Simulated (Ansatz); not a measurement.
C₅H₉O, doublet, at a GFN2-xTB geometry; PBE0/6-31G* in Ansatz (a first-principles code).

Input for Ansatz:
Ansatz 0.2 input:
```yaml
crystal:
  periodic: [false, false, false]
  atoms:
    - {symbol: C, position_ang: [2.64543748, -0.54977576, -0.15717176]}
    - {symbol: C, position_ang: [1.32187780, -0.05305792, -0.53840797]}
    - {symbol: C, position_ang: [0.30776423, -0.21962833, 0.64276578]}
    - {symbol: C, position_ang: [-1.03059009, 0.32933299, 0.21264321]}
    - {symbol: C, position_ang: [-1.97303878, -0.69254551, -0.37020000]}
    - {symbol: O, position_ang: [-1.30379412, 1.50048409, 0.30066287]}
    - {symbol: H, position_ang: [3.30631639, 0.06327695, 0.42450348]}
    - {symbol: H, position_ang: [2.89674422, -1.58530958, -0.28357437]}
    - {symbol: H, position_ang: [0.93332272, -0.60373684, -1.39805257]}
    - {symbol: H, position_ang: [1.35635955, 1.01146063, -0.78073310]}
    - {symbol: H, position_ang: [0.23658143, -1.27376742, 0.90788636]}
    - {symbol: H, position_ang: [0.68066251, 0.35149472, 1.49316681]}
    - {symbol: H, position_ang: [-2.83030453, -0.20216272, -0.82332323]}
    - {symbol: H, position_ang: [-1.45897857, -1.30205914, -1.10951311]}
    - {symbol: H, position_ang: [-2.31905440, -1.34902235, 0.42656111]}
basis:
  gaussian:
    orbitals: 6-31G*
hamiltonian:
  xc: pbe0
magnetization: {spin_polarized: true, initial_magnetization: 1}
```

What does Ansatz print? Leave out banner, timings and long lists.


```
Functional definition: PBE0
1135 factors; integrals over basis functions are off by at most 1.2e-3 eV
mean field evaluation 1: about -7360.9824 eV, gradient 4.0e1 eV
mean field evaluation 2: about -7358.1335 eV, gradient 5.0e1 eV
mean field evaluation 4: about -7367.9950 eV, gradient 1.8e0 eV
mean field evaluation 8: about -7368.4146 eV, gradient 2.5e-1 eV
mean field evaluation 16: about -7368.4149 eV, gradient 8.1e-4 eV
mean field -7368.41494829 eV, -270.7842548587 hartree, gradient 6.0e-5 eV, S^2 0.754780; 0 other end points of the search recorded, 0 dependent functions left out
reference -7368.41496553 eV, -270.7842554920 hartree; 24, 23 occupied and 84, 85 virtual orbitals, 1135 factors
Total energy: -7368.41496553 eV, -270.7842554920 hartree
```
